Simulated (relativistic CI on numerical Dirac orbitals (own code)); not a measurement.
# Calculated levels, Dy⁺

These numbers are calculated, not measured: Dirac-Coulomb-Breit CI, KLI orbitals optimised for each configuration, a model potential for QED, valence Slater integrals scaled by 0.85, P86 correlation energy added to each configuration (own radial code, finite nucleus).

Configurations in the expansion (outside the closed core [Xe]): 4f¹⁰6s, 4f⁹6s5d, 4f⁹6s², 4f¹⁰6p, 4f¹⁰5d, 4f¹⁰6d, 4f⁹6s6p, 4f¹⁰7s, 4f¹¹, 4f¹⁰8s, 4f⁹7s². Levels of other configurations are missing.

```tsv
No.	Configuration	Term	J	E (eV)	%	Next component (%)	jj configuration (%)
1	4f⁹6s5d	⁸H°	17/2	0.0000	81	12 ⁸I°	4f5/2^5 4f7/2^4 6s 5d3/2 (23)
2	4f⁹6s5d	⁸H°	15/2	0.1089	64	15 ⁸G°	4f5/2^5 4f7/2^4 6s 5d3/2 (34)
3	4f⁹6s5d	⁸I°	19/2	0.2690	89	6 ⁶K°	4f5/2^5 4f7/2^4 6s 5d5/2 (33)
4	4f⁹6s5d	⁸H°	13/2	0.2853	55	16 ⁸G°	4f5/2^5 4f7/2^4 6s 5d3/2 (40)
5	4f⁹6s5d	⁸H°	11/2	0.4999	60	14 ⁸G°	4f5/2^5 4f7/2^4 6s 5d3/2 (35)
6	4f⁹6s5d	⁸I°	17/2	0.5026	57	20 ⁶I°	4f5/2^5 4f7/2^4 6s 5d5/2 (33)
7	4f⁹6s5d	⁸G°	15/2	0.5165	41	29 ⁶H°	4f5/2^5 4f7/2^4 6s 5d3/2 (27)
8	4f⁹6s5d	⁸F°	13/2	0.5655	63	13 ⁸G°	4f5/2^5 4f7/2^4 6s 5d3/2 (34)
9	4f⁹6s5d	⁸H°	9/2	0.6989	69	10 ⁸G°	4f5/2^4 4f7/2^5 6s 5d3/2 (37)
10	4f⁹6s5d	⁸K°	21/2	0.7002	93	7 ⁶L°	4f5/2^5 4f7/2^4 6s 5d5/2 (44)
11	4f⁹6s5d	⁶H°	15/2	0.7287	44	20 ⁸I°	4f5/2^5 4f7/2^4 6s 5d3/2 (29)
12	4f⁹6s5d	⁸I°	15/2	0.7625	33	20 ⁸H°	4f5/2^5 4f7/2^4 6s 5d5/2 (31)
13	4f⁹6s5d	⁶H°	13/2	0.7738	43	18 ⁶G°	4f5/2^5 4f7/2^4 6s 5d3/2 (37)
14	4f⁹6s5d	⁸F°	11/2	0.8390	45	17 ⁸G°	4f5/2^5 4f7/2^4 6s 5d3/2 (26)
15	4f⁹6s5d	⁸K°	19/2	0.8488	55	35 ⁶K°	4f5/2^5 4f7/2^4 6s 5d5/2 (31)
16	4f⁹6s5d	⁸H°	7/2	0.8599	77	7 ⁸G°	4f5/2^4 4f7/2^5 6s 5d3/2 (29)
17	4f⁹6s5d	⁸I°	13/2	0.8616	48	11 ⁸G°	4f5/2^4 4f7/2^5 6s 5d3/2 (24)
18	4f⁹6s²	⁶H°	15/2	0.8852	92	7 ⁴I°	4f5/2^5 4f7/2^4 (43)
19	4f⁹6s5d	⁶I°	17/2	0.8958	61	21 ⁸I°	4f5/2^5 4f7/2^4 6s 5d5/2 (31)
20	4f⁹6s5d	⁶H°	11/2	0.9711	43	20 ⁶G°	4f5/2^5 4f7/2^4 6s 5d3/2 (35)
21	4f⁹6s5d	⁸H°	5/2	0.9880	84	6 ⁶G°	4f5/2^4 4f7/2^5 6s 5d3/2 (24)
22	4f⁹6s5d	⁸K°	17/2	1.0241	36	26 ⁶K°	4f5/2^5 4f7/2^4 6s 5d3/2 (27)
23	4f⁹6s5d	⁸G°	13/2	1.0347	34	15 ⁸I°	4f5/2^4 4f7/2^5 6s 5d5/2 (35)
24	4f⁹6s5d	⁸I°	11/2	1.0521	60	9 ⁸F°	4f5/2^4 4f7/2^5 6s 5d3/2 (26)
25	4f⁹6s5d	⁸F°	9/2	1.0813	37	24 ⁸G°	4f5/2^4 4f7/2^5 6s 5d3/2 (25)
26	4f⁹6s5d	⁸H°	3/2	1.0829	91	7 ⁶G°	4f5/2^4 4f7/2^5 6s 5d3/2 (23)
27	4f⁹6s5d	⁴I°	15/2	1.0974	27	24 ⁶I°	4f5/2^4 4f7/2^5 6s 5d5/2 (28)
28	4f¹⁰6s	⁶I	17/2	1.1300	94	6 ⁴K	4f7/2^4 6s (57)
29	4f⁹6s5d	⁸P°	9/2	1.1870	36	27 ⁸I°	4f5/2^5 4f7/2^4 6s 5d3/2 (28)
30	4f⁹6s5d	⁸I°	9/2	1.2013	29	22 ⁶H°	4f5/2^4 4f7/2^5 6s 5d3/2 (26)
31	4f⁹6s5d	⁶G°	13/2	1.2074	40	21 ⁶I°	4f5/2^4 4f7/2^5 6s 5d3/2 (21)
32	4f⁹6s5d	⁶F°	11/2	1.2167	36	16 ⁶H°	4f5/2^5 4f7/2^4 6s 5d3/2 (28)
33	4f⁹6s5d	⁶H°	9/2	1.2273	37	18 ⁸P°	4f5/2^4 4f7/2^5 6s 5d3/2 (30)
34	4f⁹6s5d	⁸I°	7/2	1.2544	49	18 ⁸F°	4f5/2^4 4f7/2^5 6s 5d3/2 (29)
35	4f⁹6s5d	⁶K°	19/2	1.2580	59	35 ⁸K°	4f5/2^5 4f7/2^4 6s 5d5/2 (49)
36	4f¹⁰6s	⁴I	15/2	1.2675	68	26 ⁶I	4f7/2^4 6s (57)
37	4f⁹6s5d	⁸K°	15/2	1.2700	59	24 ⁶K°	4f5/2^5 4f7/2^4 6s 5d3/2 (30)
38	4f⁹6s5d	⁸G°	11/2	1.2819	48	18 ⁶F°	4f5/2^4 4f7/2^5 6s 5d5/2 (29)
39	4f⁹6s5d	⁸K°	17/2	1.2853	44	43 ⁴K°	4f5/2^4 4f7/2^5 6s 5d5/2 (25)
40	4f⁹6s5d	⁸I°	7/2	1.3075	32	29 ⁸F°	4f5/2^4 4f7/2^5 6s 5d3/2 (27)
41	4f⁹6s²	⁶H°	13/2	1.3177	95	3 ⁴I°	4f5/2^5 4f7/2^4 (52)
42	4f⁹6s5d	⁸I°	5/2	1.3511	85	8 ⁶H°	4f5/2^4 4f7/2^5 6s 5d3/2 (27)
43	4f⁹6s5d	⁶I°	13/2	1.4076	31	17 ⁶G°	4f5/2^5 4f7/2^4 6s 5d5/2 (26)
44	4f⁹6s5d	⁶H°	7/2	1.4168	32	17 ⁸P°	4f5/2^4 4f7/2^5 6s 5d3/2 (30)
45	4f⁹6s5d	⁴I°	15/2	1.4251	46	28 ⁶I°	4f5/2^5 4f7/2^4 6s 5d5/2 (27)
46	4f⁹6s5d	⁶H°	7/2	1.4280	38	22 ⁸P°	4f5/2^5 4f7/2^4 6s 5d3/2 (27)
47	4f⁹6s5d	⁸D°	11/2	1.4338	35	14 ⁶I°	4f5/2^5 4f7/2^4 6s 5d3/2 (21)
48	4f⁹6s5d	⁸G°	9/2	1.4368	34	29 ⁸F°	4f5/2^4 4f7/2^5 6s 5d5/2 (25)
49	4f⁹6s5d	⁸F°	5/2	1.4404	43	34 ⁸G°	4f5/2^4 4f7/2^5 6s 5d3/2 (20)
50	4f⁹6s5d	⁸K°	13/2	1.4414	71	15 ⁶K°	4f5/2^4 4f7/2^5 6s 5d3/2 (36)
51	4f⁹6s5d	⁸D°	11/2	1.4841	25	18 ⁶I°	4f5/2^4 4f7/2^5 6s 5d5/2 (21)
52	4f⁹6s5d	⁶F°	9/2	1.4961	39	13 ⁶G°	4f5/2^4 4f7/2^5 6s 5d3/2 (26)
53	4f⁹6s5d	⁸F°	13/2	1.5210	47	24 ⁸G°	4f5/2^5 4f7/2^4 6s 5d3/2 (26)
54	4f⁹6s5d	⁶I°	17/2	1.5369	80	8 ⁶K°	4f5/2^5 4f7/2^4 6s 5d5/2 (29)
55	4f⁹6s5d	⁸H°	17/2	1.5525	91	7 ⁶I°	4f5/2^5 4f7/2^4 6s 5d5/2 (41)
56	4f⁹6s5d	⁸G°	3/2	1.5638	53	34 ⁸F°	4f5/2^4 4f7/2^5 6s 5d5/2 (18)
57	4f⁹6s5d	⁸H°	15/2	1.5650	60	21 ⁸G°	4f5/2^5 4f7/2^4 6s 5d5/2 (23)
58	4f⁹6s5d	⁴H°	13/2	1.5700	45	18 ⁴I°	4f5/2^5 4f7/2^4 6s 5d5/2 (29)
59	4f⁹6s5d	⁸K°	11/2	1.5712	52	16 ⁴G°	4f5/2^4 4f7/2^5 6s 5d3/2 (27)
60	4f⁹6s5d	⁶H°	5/2	1.5843	83	7 ⁶G°	4f5/2^4 4f7/2^5 6s 5d3/2 (23)
61	4f⁹6s5d	⁴G°	11/2	1.5864	25	23 ⁸K°	4f5/2^4 4f7/2^5 6s 5d5/2 (17)
62	4f⁹6s5d	⁴K°	15/2	1.6015	30	29 ⁶K°	4f5/2^4 4f7/2^5 6s 5d3/2 (22)
63	4f⁹6s5d	⁸G°	7/2	1.6019	35	32 ⁸F°	4f5/2^4 4f7/2^5 6s 5d5/2 (29)
64	4f⁹6s²	⁶H°	11/2	1.6100	86	3 ⁴G°	4f5/2^4 4f7/2^5 (50)
65	4f⁹6s5d	⁸G°	5/2	1.6228	39	21 ⁸D°	4f5/2^4 4f7/2^5 6s 5d3/2 (20)
66	4f⁹6s5d	⁸G°	11/2	1.6313	34	22 ⁸H°	4f5/2^5 4f7/2^4 6s 5d3/2 (27)
67	4f⁹6s5d	⁸H°	13/2	1.6460	46	28 ⁸F°	4f5/2^5 4f7/2^4 6s 5d3/2 (19)
68	4f⁹6s5d	⁸F°	9/2	1.6469	26	18 ⁸D°	4f5/2^4 4f7/2^5 6s 5d5/2 (21)
69	4f⁹6s5d	⁸G°	1/2	1.6481	73	17 ⁸F°	4f5/2^4 4f7/2^5 6s 5d3/2 (20)
70	4f⁹6s5d	⁶H°	15/2	1.6734	54	21 ⁶I°	4f5/2^5 4f7/2^4 6s 5d5/2 (31)
```

Energies count from the lowest computed level; ° marks odd parity. Filled j subshells are mostly left out of the jj labels.

The mean weight of the leading LS term, summed over parents, in these 70 levels is 54 %, and that of the leading jj configuration (from the same eigenvectors) 30 %, so LS coupling describes them better.

For a near-neutral ion this model can misplace configurations by up to about 10,000 cm⁻¹ (more where the count of f electrons changes) and terms by 10 to 25 % of their spread. Rates follow the energies as ν³ (E1, M1) or ν⁵ (E2), so they and the lifetimes can be off by large factors. The fine structure of a lone outer electron comes out too small, for d and f at times inverted, and misplaced configurations move strength between like terms. 8 of the 17 excited levels that our extract of the measured tables holds in this range could be paired (the sources list more); they are missed by 17577 cm⁻¹ on average and 19708 at most, and levels without a partner can miss by more. Some levels of the ground configuration have no partner and can miss by 10 % or more. The computed lowest level isn't the tabulated ground level, which NIST ASD gives as 4f10 (5I<8>) 6s<1/2> (8,1/2)17/2.

LS names give the leading component of a level, which can be under half, so a name can repeat, a term be missing and a line seem to break the LS rules.
